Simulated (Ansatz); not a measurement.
`C[S][Mg][SH]` + `O[SiH3]` → `C[S][Mg][O][SiH3]` + H₂S  (ligand exchange at a Mg–S bond)

Program: Ansatz. Geometries: PBE0-D4/def2-TZVP. ΔE: electronic, gas phase. CBS: MP2 limit from def2 TZ/QZ plus the TZ coupled-cluster correction, frozen cores. This one scheme is used for every species. DFT in def2-TZVPP. For Mg outer-core shells are correlated without core-valence functions, which leaves a few kJ/mol of doubt a bond. Each species was taken in one conformer, which may not be the lowest.

Task: Is it downhill or uphill in electronic energy at CCSD(T)/CBS, and by how much? (Best estimate.)

Result: The calculation gave: Downhill: ΔE = -6.3 kcal/mol.

Task: What do these levels give: PBE0-D4, ωB97M-V, PBE, r2SCAN, SCS-MP2/def2-QZVPP, MP2/CBS(def2)? (Best estimate.)

Result: Ansatz gave: PBE0-D4 -3.1, ωB97M-V -4.8, PBE -2.8, r2SCAN -4.5, SCS-MP2/def2-QZVPP -7.2, MP2/CBS(def2) -6.3 kcal/mol.

Largest T1 diagnostic among the species: 0.011.
